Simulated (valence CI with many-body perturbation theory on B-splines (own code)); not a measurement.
**Energy levels of Re²⁺**

Level of theory: valence CI with perturbative core correlation (CI+MBPT): five valence electrons over a frozen Dirac-Fock core [Xe] 4f14, a basis of 7 s, 7 p, 8 d, 6 f, 4 g, 1 h functions for each j, with the one-electron correlation potential Σ1 (screened to all orders), the two-electron term Σ2, the three-electron term Σ3, Breit, model QED; selected single and double excitations, second order for the rest (own B-spline code, finite nucleus).

Against 66 measured levels this calculation errs by 1080 cm⁻¹ on average and by 1839 at most. These come from a selection out of Brasseur, Gamrath and Quinet, At. Data Nucl. Data Tables 157, 101636 (2024). Levels without a partner in it may be off by more, other configurations by 1,000 to 8,000 cm⁻¹. Among the levels kept, up to 2800 cm⁻¹ of a level comes from second order outside the variational space, and about a tenth of that is noise between levels of different J, which matters for small intervals. 3 measured levels below the end of the list, from 41405 cm⁻¹ on, found no clear computed partner.

Levels 91 to 135 of 215, with energies above the lowest level, 5d⁵ ⁶S_5/2. "Leading %" is the weight of the configuration and term that name the level; weights of strongly mixed levels are sums over their largest components and can fall short. In the jj column 3d3/2^4 stands for four electrons in 3d with j = 3/2.

| No. | Configuration | Term | J | E (cm⁻¹) | Leading % | Leading jj | g |
| --- | --- | --- | --- | --- | --- | --- | --- |
| 91 | 5d⁴6s | ⁴F | 5/2 | 65324 | 46 | 5d3/2 5d5/2^3 6s (52 %) | 1.074 |
| 92 | 5d⁴6s | ⁴P | 1/2 | 65885 | 40 | 5d3/2 5d5/2^3 6s (39 %) | 2.252 |
| 93 | 5d⁴6s | ⁴F | 7/2 | 66685 | 36 | 5d3/2 5d5/2^3 6s (38 %) | 1.192 |
| 94 | 5d⁵ | ²D | 5/2 | 67078 | 44 | 5d3/2^2 5d5/2^3 (37 %) | 1.126 |
| 95 | 5d⁴6p | ⁴P° | 1/2 | 67440 | 37 | 5d3/2^3 5d5/2 6p1/2 (82 %) | 1.574 |
| 96 | 5d⁴6s | ²G | 7/2 | 68269 | 60 | 5d3/2 5d5/2^3 6s (35 %) | 0.946 |
| 97 | 5d³6s² | ⁴F | 9/2 | 68295 | 44 | 5d3/2^2 5d5/2 6s^2 (39 %) | 1.231 |
| 98 | 5d⁴6p | ⁶F° | 3/2 | 68493 | 73 | 5d3/2^3 5d5/2 6p1/2 (68 %) | 1.089 |
| 99 | 5d⁵ | ²D | 3/2 | 68839 | 35 | 5d3/2 5d5/2^4 (24 %) | 0.925 |
| 100 | 5d⁴6s | ²G | 9/2 | 70752 | 63 | 5d3/2 5d5/2^3 6s (48 %) | 1.179 |
| 101 | 5d⁴6p | ⁶F° | 5/2 | 71340 | 75 | 5d3/2^2 5d5/2^2 6p1/2 (50 %) | 1.283 |
| 102 | 5d³6s² | ²P | 3/2 | 71809 | 25 | 5d3/2^2 5d5/2 6s^2 (27 %) | 1.316 |
| 103 | 5d⁴6p | ⁴P° | 3/2 | 71953 | 44 | 5d3/2^2 5d5/2^2 6p1/2 (55 %) | 1.765 |
| 104 | 5d³6s² | ²P | 1/2 | 73014 | 34 | 5d3/2^2 5d5/2 6s^2 (51 %) | 1.519 |
| 105 | 5d⁴6p | ⁶F° | 7/2 | 73800 | 60 | 5d3/2^2 5d5/2^2 6p1/2 (43 %) | 1.340 |
| 106 | 5d⁴6s | ²F | 5/2 | 74083 | 81 | 5d3/2 5d5/2^3 6s (50 %) | 0.897 |
| 107 | 5d⁴6s | ²F | 7/2 | 74313 | 77 | 5d3/2 5d5/2^3 6s (38 %) | 1.115 |
| 108 | 5d⁴6p | ⁶D° | 5/2 | 75584 | 31 | 5d3/2^2 5d5/2^2 6p1/2 (48 %) | 1.654 |
| 109 | 5d⁴6s | ²P | 3/2 | 75744 | 40 | 5d3/2^2 5d5/2^2 6s (25 %) | 1.455 |
| 110 | 5d⁴6p | ⁶F° | 9/2 | 75798 | 31 | 5d3/2^3 5d5/2 6p1/2 (42 %) | 1.328 |
| 111 | 5d³6s² | ²H | 9/2 | 76133 | 60 | 5d3/2^2 5d5/2 6s^2 (44 %) | 1.003 |
| 112 | 5d³6s² | ⁴P | 1/2 | 77196 | 42 | 5d3/2 5d5/2^2 6s^2 (41 %) | 1.761 |
| 113 | 5d⁴6p | ⁶P° | 3/2 | 77806 | 51 | 5d3/2^4 6p3/2 (44 %) | 1.817 |
| 114 | 5d⁴6p | ⁶P° | 7/2 | 77854 | 54 | 5d3/2^2 5d5/2^2 6p1/2 (33 %) | 1.573 |
| 115 | 5d³6s² | ⁴P | 5/2 | 78387 | 79 | 5d3/2 5d5/2^2 6s^2 (51 %) | 1.572 |
| 116 | 5d³6s² | ²G | 7/2 | 78933 | 48 | 5d3/2 5d5/2^3 6s (33 %) | 0.930 |
| 117 | 5d⁴6p | ⁴D° | 1/2 | 79055 | 25 | 5d3/2^2 5d5/2^2 6p1/2 (42 %) | 0.805 |
| 118 | 5d⁴6p | ⁴F° | 3/2 | 79791 | 43 | 5d3/2^3 5d5/2 6p3/2 (54 %) | 1.053 |
| 119 | 5d⁴6p | ⁶P° | 5/2 | 79812 | 32 | 5d3/2^3 5d5/2 6p3/2 (66 %) | 1.503 |
| 120 | 5d⁴6p | ⁶D° | 1/2 | 81208 | 44 | 5d3/2^3 5d5/2 6p3/2 (31 %) | 2.176 |
| 121 | 5d⁴6p | ⁶F° | 7/2 | 81549 | 25 | 5d3/2^2 5d5/2^2 6p3/2 (37 %) | 1.228 |
| 122 | 5d³6s² | ²H | 11/2 | 81551 | 92 | 5d3/2 5d5/2^2 6s^2 (92 %) | 1.091 |
| 123 | 5d⁴6p | ⁶F° | 9/2 | 82249 | 35 | 5d3/2^3 5d5/2 6p1/2 (38 %) | 1.097 |
| 124 | 5d³6s² | ²D | 3/2 | 82426 | 33 | 5d3/2 5d5/2^2 6s^2 (58 %) | 1.111 |
| 125 | 5d⁴6p | ⁴G° | 5/2 | 82426 | 24 | 5d3/2^2 5d5/2^2 6p3/2 (30 %) | 1.125 |
| 126 | 5d⁴6p | ⁴H° | 7/2 | 82476 | 33 | 5d3/2^2 5d5/2^2 6p1/2 (32 %) | 1.063 |
| 127 | 5d⁴6p | ⁴D° | 3/2 | 82927 | 33 | 5d3/2^2 5d5/2^2 6p1/2 (42 %) | 1.093 |
| 128 | 5d⁴6p | ⁶D° | 3/2 | 83268 | 41 | 5d3/2^2 5d5/2^2 6p3/2 (48 %) | 1.704 |
| 129 | 5d⁴6p | ⁶D° | 9/2 | 83623 | 25 | 5d3/2^2 5d5/2^2 6p3/2 (32 %) | 1.274 |
| 130 | 5d⁴6p | ⁶F° | 11/2 | 83865 | 74 | 5d3/2^2 5d5/2^2 6p3/2 (39 %) | 1.397 |
| 131 | 5d⁴6p | ⁴P° | 5/2 | 84542 | 28 | 5d3/2^2 5d5/2^2 6p3/2 (28 %) | 1.270 |
| 132 | 5d⁴6p | ²G° | 7/2 | 84952 | 25 | 5d3/2^2 5d5/2^2 6p1/2 (34 %) | 1.097 |
| 133 | 5d⁴6s | ²D | 5/2 | 85013 | 64 | 5d3/2^2 5d5/2^2 6s (33 %) | 1.194 |
| 134 | 5d³6s² | ²P | 1/2 | 85063 | 41 | 5d3/2 5d5/2^2 6s^2 (41 %) | 0.868 |
| 135 | 5d⁴6s | ²D | 3/2 | 85267 | 84 | 5d3/2^2 5d5/2^2 6s (44 %) | 0.833 |

Names give the largest LS component (configuration and term), which can be under half, so a name can repeat, a term be missing and a line seem to break the LS rules; names also repeat where a configuration has a term twice.

Where two levels of one J and parity lie close, their mixing, g and order are uncertain.
